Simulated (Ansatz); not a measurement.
One change: `[NH]=[Ta]([NH2])([F])[F]` becomes `[NH]=[Ta]([NH2])([OH])[F]`.

Ansatz, PBE0-D4/def2-TZVP geometries, multiplicity 1. Each molecule was computed in one conformer, which needn't be the lowest.

Elements past krypton have def2 core potentials.

| property | `[NH]=[Ta]([NH2])([F])[F]` |
| --- | --- |
| size of the dipole moment (B3LYP/def2-TZVPP) / D | 2.42 |
| size of the dipole moment (ωB97M-V/def2-TZVPP) / D | 2.36 |
| HOMO energy (PBE0/def2-TZVPP) / eV | -7.98 |
| LUMO energy (PBE0/def2-TZVPP) / eV | -0.65 |
| LUMO energy (B3LYP/def2-TZVPP) / eV | -0.93 |
| size of the dipole moment (PBE/def2-TZVPP) / D | 2.36 |

(1) What does the change do to each property? (Best estimate.)

Answers

(1) Ansatz gave: 
```tsv
property	`[NH]=[Ta]([NH2])([OH])[F]`	shift
size of the dipole moment (B3LYP/def2-TZVPP) / D	2.36	-0.06
size of the dipole moment (ωB97M-V/def2-TZVPP) / D	2.31	-0.05
HOMO energy (PBE0/def2-TZVPP) / eV	-7.73	0.25
LUMO energy (PBE0/def2-TZVPP) / eV	-0.17	0.48
LUMO energy (B3LYP/def2-TZVPP) / eV	-0.45	0.48
size of the dipole moment (PBE/def2-TZVPP) / D	2.30	-0.06
```

With PBE0 the HOMO rises by 0.25 eV and the LUMO rises by 0.48 eV, so the gap widens by about 0.23 eV. PBE moves the HOMO by 0.23 eV and ωB97M-V by 0.25 eV. The zero-point energy changes by 28.7 kJ/mol with +3 modes. Dipoles are sizes alone; their direction can turn.

B3LYP here is the variant with VWN-RPA as its local correlation; programs differ in this.
